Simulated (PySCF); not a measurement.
Coordinates in bohr (charge 0 multiplicity 4):
```
Ru   -0.0755   -0.0755   -0.2588
O     0.1174    0.0188    3.2827
O     3.3347   -0.2140   -1.2574
O    -3.6138    0.0601   -0.8365
H    -1.5323   -0.0204    4.0849
H     4.7547   -0.9448   -0.3658
H    -4.5550    1.6252   -0.7115
```

Method: PySCF, UB3LYP, basis Ru def2-SVP with ECP28, O def2-SVP, H def2-SVP (scalar-relativistic core potentials, no spin–orbit coupling, density fitting).

This geometry of Ru(OH)3 is a stationary point at this level.

What is the point group?

C1.

Is it a minimum?

Yes: all harmonic wavenumbers are real, though the softest, 53 cm⁻¹, leaves little margin.

Which band is strongest in the infrared?

599 cm⁻¹ (a), 193 km/mol.

What are the dipole moment and the gap between the highest occupied and lowest empty levels of either spin?

1.11 D and 3.06 eV.

Give the atomic charges and bond orders.


```
atom  Mulliken  Löwdin  polar tensor  spin (Mulliken)  Mayer order to Ru1
 Ru1      0.64    0.08          1.35             2.41                   –
  O2     -0.38   -0.10         -0.67             0.17                1.24
  O3     -0.44   -0.14         -0.80             0.18                1.12
  O4     -0.45   -0.16         -0.78             0.19                1.12
  H5      0.22    0.11          0.28             0.02                0.03
  H6      0.21    0.10          0.32             0.02                0.04
  H7      0.21    0.10          0.30             0.02                0.03
```
Other Mayer orders above 0.3: O–H 0.93 (×3).

Only a few start shapes were tried, so a lower isomer may exist. Open d and f shells are described by one determinant, and the ground state may have another occupation or spin. At this level a doublet minimum of C3v symmetry lies 35 kJ/mol below this structure.
